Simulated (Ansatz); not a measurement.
`[TeH]B1CS1` + H–F → `FB1CS1` + H₂Te at 400 K and 1 bar (ligand exchange at a B–Te bond).

Isolated molecules relaxed with PBE0-D4/def2-TZVP in Ansatz; ΔE leaves out vibrations. CCSD(T)/CBS is the MP2 limit (def2-TZVPP, def2-QZVPP) plus CCSD(T) − MP2 in def2-TZVPP, frozen cores. This one scheme is used for every species. def2 core potentials past Kr. For Te outer-core shells are correlated without core-valence functions, which leaves a few kJ/mol of doubt a bond.

```json
{"species": "`[TeH]B1CS1`", "CCSD(T)/CBS energy (Eh)": "-730.16423", "H − E (kJ/mol)": "127.5", "S (J/(mol·K))": "349.2"}
{"species": "H–F", "CCSD(T)/CBS energy (Eh)": "-100.39570", "H − E (kJ/mol)": "36.5", "S (J/(mol·K))": "182.2"}
{"species": "`FB1CS1`", "CCSD(T)/CBS energy (Eh)": "-561.66504", "H − E (kJ/mol)": "110.1", "S (J/(mol·K))": "301.6"}
{"species": "H₂Te", "CCSD(T)/CBS energy (Eh)": "-268.91024", "H − E (kJ/mol)": "45.0", "S (J/(mol·K))": "239.1"}
```

H − E and S are ideal-gas, rigid-rotor, harmonic terms from PBE0-D4/def2-TZVP. 1 Eh = 2625.50 kJ/mol, R = 8.31446 J/(mol·K).

Question: By hand: ΔE, ΔH, ΔS and ΔG.

Answer: ΔE = (-561.66504) + (-268.91024) − (-730.16423) − (-100.39570) = -0.01535 Eh = -40.3 kJ/mol. Δ(H − E) = 110.1 + 45.0 − 127.5 − 36.5 = -8.9, so ΔH = -49.2 kJ/mol. ΔS = 301.6 + 239.1 − 349.2 − 182.2 = 9.3 J/(mol·K). ΔG = -49.2 − 400 × (9.3)/1000 = -52.9 kJ/mol.

Question: By hand: the equilibrium constant, and the temperature at which ΔG would vanish if ΔH and ΔS stayed fixed.

Answer: log₁₀ K = −ΔG/(RT ln 10) = 6.9. ΔH and −TΔS have one sign here, so there is no such temperature.

The number of gas molecules stays the same, so ΔS is small and ΔH decides. A doubt of 5 kJ/mol in ΔE shifts log₁₀ K by 0.7 here. These are equilibria of isolated gas molecules and say nothing of rates. Largest T1 diagnostic: 0.014 (customary marks: 0.02 for closed shells, 0.045 for open ones).
